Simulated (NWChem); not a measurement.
SrCl, doublet; SMILES [Cl][Sr]

Computed with NWChem. Spin-unrestricted. This spin state was assumed; another may lie lower. No stability test was run on the SCF state. def2 effective core potentials on Sr; no spin-orbit coupling. B3LYP is NWChem's, with the RPA form of VWN correlation. Each level has its own optimisation; frequencies are unscaled.

| level | r Cl–Sr (Å) | highest harmonic frequency (cm⁻¹) | zero-point energy (kcal/mol) |
|---|---|---|---|
| CAM-B3LYP/def2-SVP (core potentials) | 2.598 | 317 | 0.5 |
| B3LYP/def2-TZVP (core potentials) | 2.599 | 292 | 0.4 |
| B3LYP/3-21G (all-electron, non-relativistic) | 2.836 | [?] | 0.3 |
| UHF/3-21G (all-electron, non-relativistic) | 2.840 | 255 | 0.4 |
| PBE0/def2-SVP (core potentials) | 2.591 | 316 | 0.5 |

**Question.** Fill in the missing entries.

**Answer.** 
- B3LYP/3-21G (all-electron, non-relativistic), highest harmonic frequency (cm⁻¹): 245
